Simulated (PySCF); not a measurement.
A GIAO shielding run with PySCF 2.14.0 with density-fitted response routines (density fitting, non-relativistic, gas phase) on `InChI=1S/C4H7F3S2Si/c1-3(4(5,6)7)2-8-10-9-3/h2,10H2,1H3/t3-/m1/s1`:

```
$ OMP_NUM_THREADS=1 python probes_run.py task.json out

{"job": {"kind": "nmr", "xc": "PBE0", "basis": "pcSseg-1"}, "charge": 0, "multiplicity": 1}
C     -1.078542    -1.067134     0.544784
C     -0.358532     0.207959     0.125213
C     -1.336383     1.383106     0.200466
F     -1.884260     1.530626     1.408342
F     -2.359883     1.214570    -0.659136
F     -0.773973     2.553353    -0.122265
C      0.184533     0.140898    -1.297729
S      1.495226    -1.111632    -1.467714
Si     2.500577    -0.622433     0.359941
S      1.004996     0.600094     1.305031
H     -1.953010    -1.226925    -0.084670
H     -0.409330    -1.918585     0.440895
H     -1.397087    -0.992199     1.582280
H     -0.606307    -0.144090    -1.992671
H      0.594232     1.106061    -1.599529
H      3.669521     0.207961     0.139442
H      2.701224    -1.849598     1.107411
```

Hardware: 1 thread of an Arm Neoverse V1, shared host. The job also computes population analyses, field gradients, ring-centre shieldings.

(1) How large is the calculation?

(2) How long does it take, and how much memory does it need?

Results:

(1) 104 electrons, 226 basis functions and 1244 auxiliary functions.

(2) 69 s of wall time, with 13 SCF cycles and 5 response iterations; peak memory 1.1 GiB. Times on a shared host scatter by some tens of per cent.
